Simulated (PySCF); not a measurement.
B(H)2(Et) (C2H7B), SMILES BCC. Atoms are numbered in the order given.

```xyz
10

B     -0.7552     0.9954     0.7413
H     -0.9086     1.3686     1.8705
H     -1.3710     1.5462    -0.1291
C      0.2242    -0.1703     0.4470
C      0.3866    -0.6269    -0.9960
H     -0.0753    -1.0078     1.0970
H      1.1940     0.1236     0.8805
H      0.7353     0.1919    -1.6298
H     -0.5656    -0.9686    -1.4089
H      1.1020    -1.4475    -1.0924
```
Charge 0, spin multiplicity 1.

The structure is a stationary point at PBE0-D3(BJ)/def2-TZVP. The geometry has at least one imaginary mode, so it is a saddle point at that level.

All values below come from PBE0-D3(BJ)/def2-TZVP (PySCF).

Harmonic, unscaled wavenumbers; measured fundamentals usually lie a few per cent lower.

Computed vibrational spectrum:
```
mode  ν (cm⁻¹)  IR (km/mol)  moving atoms (share of kinetic energy)
----  --------  -----------  --------------------------------------
1          90i          0.3                                  H 98 %
2          227          0.7                                  H 91 %
3          321          0.8                  H 47 %, C 37 %, B 16 %
4          511          0.1                          H 80 %, C 20 %
5          789          5.0                  H 63 %, B 25 %, C 12 %
6          895         15.8                                  H 89 %
7          898         15.8                  H 54 %, C 27 %, B 19 %
8         1020          2.8                  H 66 %, C 24 %, B 10 %
9         1092         37.4                  H 64 %, B 24 %, C 13 %
10        1111          3.2                          C 53 %, H 43 %
11        1229         21.8                          H 84 %, B 12 %
12        1255          2.8                          H 80 %, C 18 %
13        1329         41.4                  H 49 %, C 40 %, B 11 %
14        1396         13.2                          H 89 %, C 10 %
15        1412          1.5                          H 79 %, C 20 %
16        1492          8.4                                  H 96 %
17        1498          7.3                                  H 97 %
18        2561        111.3                                  H 95 %
19        2636        143.0                          H 88 %, B 12 %
20        2994         24.8                                  H 94 %
21        3015          6.9                           H 92 %, C 8 %
22        3047         30.7                                  H 97 %
23        3116         28.2                           H 91 %, C 9 %
24        3119         27.2                           H 91 %, C 9 %
```
